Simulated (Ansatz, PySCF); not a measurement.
The same groups moved round the core (pyrrole silyl). Isolated molecules, 0 K electronic values unless said otherwise. Strings in code marks are SMILES.

Quantity: electronic energy of isomers of C4H7NSi relative to `[SiH3]c1cc[nH]c1`, in kJ/mol.

Level 1: PBE-D3(BJ)/def2-TZVP // CAM-B3LYP-D3(BJ)/def2-TZVP (PySCF)
Level 2: B3LYP/6-31G* // CAM-B3LYP-D3(BJ)/def2-TZVP (PySCF)
Level 3: M06-2X/6-31G* // CAM-B3LYP-D3(BJ)/def2-TZVP (PySCF)
Level 4: HF/cc-pVTZ // CAM-B3LYP-D3(BJ)/def2-TZVP (Ansatz, a first-principles code)

```
species             level 2  level 3  level 4
------------------  -------  -------  -------
`[SiH3]c1ccc[nH]1`     0.72     1.93     3.61
```

Question: What does level 1 give for each?

Answer: 
- `[SiH3]c1ccc[nH]1`: 0.44
